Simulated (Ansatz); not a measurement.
Consider the hydrogen abstraction from the Si–H bond: `C[SiH](N)Cl` + `[OH]`• → `C[Si](N)Cl`• + H₂O.

Computed with Ansatz on PBE0-D4/def2-TZVP structures; ΔE is electronic, products minus reactants. CCSD(T)/CBS adds triple-zeta CCSD(T) − MP2 to the extrapolated MP2 energy (def2 sets, frozen cores). This one scheme is used for every species. DFT in def2-TZVPP. B3LYP here is the variant with VWN-RPA as its local correlation; programs differ in this. HSE06 is defined as in plane-wave codes. Open shells (•) are unrestricted, without spin–orbit coupling. One conformer a species, not always the lowest.

| level | ΔE (kJ/mol) |
| --- | --- |
| B3LYP-D4 | -109.4 |
| BLYP | -123.1 |
| HSE06 | -116.2 |
| SCS-MP2/def2-QZVPP | -115.0 |

Question: What does CCSD(T)/CBS give? (Best estimate.)

Answer: The calculation gave: -113.4 kJ/mol. The listed levels differ from it by 4.0, -9.7, -2.8, -1.6 kJ/mol.

Largest T1 diagnostic among the species: 0.012.

At CCSD(T), def2-SVP lies +27.5 kJ/mol from the extrapolated value and def2-TZVPP +9.7 kJ/mol. Leaving LDA and LC-ωPBE aside and taking each functional with its dispersion term where it has one, the values, not all of them listed here, spread over 52.6 kJ/mol, from PBE-D4 to BHLYP-D4. LDA lies −35.1 kJ/mol from PBE without D4.
